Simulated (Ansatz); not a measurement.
C2H6BFS (`CCB(F)S`) at its PBE0-D4/def2-TZVP geometry, where that method's forces vanish. Total charge 0; spin multiplicity 1.

```xyz
11

C    -1.0793   -0.9315    0.6138
C    -0.2359    0.3434    0.5820
B     0.8562    0.3455   -0.5359
F     1.5996   -0.7417   -0.7391
S     1.1532    1.8040   -1.5573
H    -1.7760   -0.9251    1.4546
H    -0.4505   -1.8191    0.7070
H    -1.6676   -1.0404   -0.3006
H     0.3019    0.4461    1.5358
H    -0.8728    1.2294    0.5078
H     2.1713    1.2894   -2.2681
```

**Question.** What forces (eV/Å) does r2SCAN-D4/def2-TZVPP give on these atoms in Ansatz? (An estimate is asked.)

**Answer.** The calculation gave: 
```
C1  -0.084 -0.140  0.011
C2   0.074  0.132 -0.015
B3  -0.096  0.067  0.064
F4   0.083 -0.157 -0.017
S5   0.003  0.098 -0.056
H6   0.008 -0.007 -0.015
H7  -0.009  0.016 -0.003
H8   0.013  0.002  0.014
H9  -0.007  0.002  0.007
H10  0.003 -0.003  0.014
H11  0.012 -0.009 -0.003
```
